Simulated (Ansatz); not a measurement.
This geometry of FH + FH + H4Sn (9 atoms, charge 0, multiplicity 1) is a first-order saddle point.

Level of theory: RKS B3LYP/def2-SVP in Ansatz 0.2.0.

```xyz
9
Properties=species:S:1:pos:R:3
Sn -0.383 0.163 -1.071
H 0.643 -1.123 0.069
H -0.086 -1.146 -2.180
H -2.022 0.123 -0.596
H 0.296 1.568 -1.773
H 0.312 0.520 1.638
F 0.073 1.279 0.799
H 0.621 -0.932 0.961
F 0.548 -0.451 2.152
```

Q: Which two structures does it join? (They come from a converged band through this point; their orientation in space is the band's.)

A: Bonds broken: Sn1–H2, H6–F7, H8–F9. Bonds formed: Sn1–F7, H2–H8, H6–F9. FH + FH + H4Sn becomes FH + FH3Sn + H2.

Initial state:

```xyz
9
Properties=species:S:1:pos:R:3
Sn -0.349 -0.125 -1.337
H 0.561 -1.084 -0.198
H -0.445 -1.131 -2.732
H -1.911 0.153 -0.711
H 0.532 1.291 -1.694
H 0.209 0.895 1.834
F -0.104 1.572 1.260
H 0.742 -0.948 1.346
F 0.766 -0.624 2.234
```

Final state:

```xyz
9
Properties=species:S:1:pos:R:3
Sn -0.700 0.728 -1.213
H 2.088 -2.104 1.175
H -0.076 -0.825 -1.537
H -2.317 0.804 -0.670
H -0.323 1.886 -2.419
H -0.014 0.314 1.394
F 0.383 1.410 0.322
H 1.438 -1.734 1.313
F -0.480 -0.480 1.634
```

Q: How far does it lie above each of them?

A: 0.95 eV above the first and 1.36 eV above the second. This is the barrier of this one path; another mechanism may lie lower. The orbitals stay closed-shell, which can raise the energy where a bond breaks towards radicals; this wasn't checked here.

Run time: 8.4 min on 2 threads of Arm Neoverse N1 (shared host), peak memory 0.17 GiB.
